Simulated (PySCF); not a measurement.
Input file for PySCF: D3(BJ) and D4 dispersion corrections on CH7NSn (SMILES C[NH][SnH3]), a point of a torsion scan.

```python
from pyscf import gto
from pyscf.dispersion import dftd3, dftd4

mol = gto.M(
    atom='''
    C    -1.23885064   -0.19821914    0.40019950
    N    -1.16209097   -0.28124610   -1.04089425
    Sn   -1.55200283    1.16505133   -2.33411398
    H    -1.55372903    0.79911044    0.69833487
    H    -1.95888648   -0.91930504    0.79589221
    H    -0.26869172   -0.38631800    0.86771009
    H    -0.62747143   -1.07846580   -1.34065562
    H    -1.36321322    0.45881718   -3.81493043
    H    -0.56150553    2.50437621   -2.16224065
    H    -3.11181018    1.65120238   -2.05462023
    ''',
    basis='def2-svp',
    charge=0, spin=0, verbose=0, max_memory=1800)
d3, d4 = {}, {}
for xc in ['hf', 'pbe', 'blyp', 'revpbe', 'tpss', 'r2scan', 'b3lyp', 'pbe0', 'bhlyp', 'camb3lyp', 'b2plyp']:
    d3[xc] = float(dftd3.DFTD3Dispersion(mol, xc=xc, version='d3bj', atm=False).get_dispersion()['energy'])
    print(f'D3(BJ) {xc:10s} {d3[xc]:14.8f} Eh')
for xc in ['hf', 'pbe', 'blyp', 'revpbe', 'tpss', 'r2scan', 'b3lyp', 'pbe0', 'bhlyp', 'camb3lyp', 'b2plyp']:
    d4[xc] = float(dftd4.DFTD4Dispersion(mol, xc={'camb3lyp': 'cam-b3lyp'}.get(xc, xc), atm=True).get_dispersion()['energy'])
    print(f'D4     {xc:10s} {d4[xc]:14.8f} Eh')
```

Output:

```
D3(BJ) hf            -0.05283977 Eh
D3(BJ) pbe           -0.00637124 Eh
D3(BJ) blyp          -0.01391977 Eh
D3(BJ) revpbe        -0.01579557 Eh
D3(BJ) tpss          -0.00813064 Eh
D3(BJ) r2scan        -0.00177213 Eh
D3(BJ) b3lyp         -0.01147229 Eh
D3(BJ) pbe0          -0.00562136 Eh
D3(BJ) bhlyp         -0.00934918 Eh
D3(BJ) camb3lyp      -0.00528047 Eh
D3(BJ) b2plyp        -0.00553942 Eh
D4     hf            -0.02258568 Eh
D4     pbe           -0.00629865 Eh
D4     blyp          -0.01387925 Eh
D4     revpbe        -0.01938043 Eh
D4     tpss          -0.00848177 Eh
D4     r2scan        -0.00151342 Eh
D4     b3lyp         -0.01017500 Eh
D4     pbe0          -0.00530028 Eh
D4     bhlyp         -0.00790192 Eh
D4     camb3lyp      -0.00537569 Eh
D4     b2plyp        -0.00436953 Eh
```

The run finished.

Cost: about 0.03 core-seconds (a rough figure).
